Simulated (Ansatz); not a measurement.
VO₂ was relaxed with PBE0-D4 (def2-TZVP) in Ansatz in these states: charge +1 singlet, neutral doublet. The geometries follow in no particular order.

A:

```tsv
atom	x (Å)	y (Å)	z (Å)
V1	0.616	-0.027	0.020
O2	-0.362	-1.208	0.035
O3	-0.254	1.235	-0.055
```

B:

```xyz
3

V    -0.533   -0.022   -0.172
O     0.646   -0.722   -0.993
O    -0.112    0.744    1.165
```

Judge from the bond lengths which geometry belongs to which state (an estimate).

A is the charge +1 singlet (V1–O3 1.534 Å, V1–O2 1.534 Å); B is the neutral doublet (V1–O3 1.598 Å, V1–O2 1.598 Å).
